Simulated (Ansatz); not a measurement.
Relaxation of H3NS3Zn (8 atoms, charge 0, multiplicity 1), to a largest force component of 0.015 eV/Å in at most 40 steps.

Computed with RKS PBE0-D4/def2-SVP (Ansatz 0.2.0).

```xyz
8
Properties=species:S:1:pos:R:3:forces:R:3
N 0.623 1.577 -0.055 -5.76 1.45 -3.12
Zn 1.621 0.691 0.982 0.26 -2.54 1.11
S 2.984 1.905 1.835 4.09 0.59 3.48
S 2.536 3.894 2.191 0.32 -0.22 -1.85
S 3.383 4.467 0.259 -2.19 0.38 0.32
H -0.345 1.706 0.423 1.77 -0.11 -1.26
H 0.397 1.314 -1.039 0.03 0.32 0.85
H 2.119 4.289 -0.372 1.47 0.14 0.47
```

Task: Where does it end, and by what steps?

Result: It converged. After 13 steps the energy has fallen by 2.651 eV; S3 moved furthest, 0.73 Å.

```tsv
step	energy less start (eV)	largest force component (eV/Å)	accepted
0	0.0000	5.757	yes
1	-1.2984	2.701	yes
2	-2.0209	0.834	yes
3	-2.3865	0.816	yes
4	-2.5379	0.459	yes
5	-2.6140	0.175	yes
6	-2.6284	0.124	yes
7	-2.6366	0.138	yes
8	-2.6424	0.245	yes
9	-2.6465	0.287	yes
10	-2.6491	0.147	yes
11	-2.6493	0.076	yes
12	-2.6504	0.053	yes
13	-2.6507	0.015	yes
```

```xyz
8
Properties=species:S:1:pos:R:3
N 0.515 1.824 -0.208
Zn 1.777 1.354 1.035
S 3.514 1.723 2.306
S 2.746 3.712 2.157
S 2.932 4.306 0.180
H -0.447 1.931 0.108
H 0.491 1.313 -1.088
H 1.789 3.679 -0.265
```

Time of the run: 43 s on 2 threads of Intel(R) Xeon(R) Platinum 8488C (Sapphire Rapids) (shared host), peak memory 0.33 GiB.
